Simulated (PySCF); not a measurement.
1,1-dimethylcyclopropane (C₅H₁₀), SMILES C1CC1(C)C.

Geometry optimised at PBE-D3(BJ)/def2-SVP.

These are PBE-D3(BJ)/def2-SVP run with PySCF values and carry that method's errors.

No scaling factor is applied to the harmonic values.

```
mode  ν (cm⁻¹)  IR (km/mol)  moving atoms (share of kinetic energy)
----  --------  -----------  --------------------------------------
1          216          0.0                                  H 95 %
2          240          0.0                                  H 95 %
3          320          0.0                          H 54 %, C 46 %
4          347          0.0                          C 59 %, H 41 %
5          357          0.9                          C 60 %, H 40 %
6          383          1.3                          C 56 %, H 44 %
7          691          1.6                          C 76 %, H 24 %
8          758          0.0                                  H 99 %
9          847          3.8                          C 68 %, H 32 %
10         851          0.0                          H 87 %, C 13 %
11         920          0.1                          H 73 %, C 27 %
12         936          1.1                          H 69 %, C 31 %
13         939         14.7                          H 50 %, C 50 %
14         994          6.0                          H 75 %, C 25 %
15        1013          0.0                          H 77 %, C 23 %
16        1019          0.6                          H 66 %, C 34 %
17        1064          0.4                          C 61 %, H 39 %
18        1108          6.8                          C 55 %, H 45 %
19        1130          0.0                          H 75 %, C 25 %
20        1276          0.7                          C 51 %, H 49 %
21        1309          1.0                          H 59 %, C 41 %
22        1352          7.7                          H 56 %, C 44 %
23        1357          0.0                          H 71 %, C 29 %
24        1383          4.6                                  H 92 %
25        1400          0.0                                  H 97 %
26        1414          3.9                                  H 94 %
27        1420          6.6                                  H 96 %
28        1424          7.3                           H 92 %, C 8 %
29        1459          0.3                          H 53 %, C 47 %
30        2953         31.5                                  H 97 %
31        2957         38.2                                  H 97 %
32        3034          0.0                           H 91 %, C 9 %
33        3035         45.5                           H 91 %, C 9 %
34        3052         18.2                                  H 96 %
35        3054          4.5                                  H 93 %
36        3055         12.2                           H 91 %, C 9 %
37        3058         33.1                                  H 93 %
38        3141          0.0                          H 89 %, C 11 %
39        3151         15.4                          H 89 %, C 11 %
```
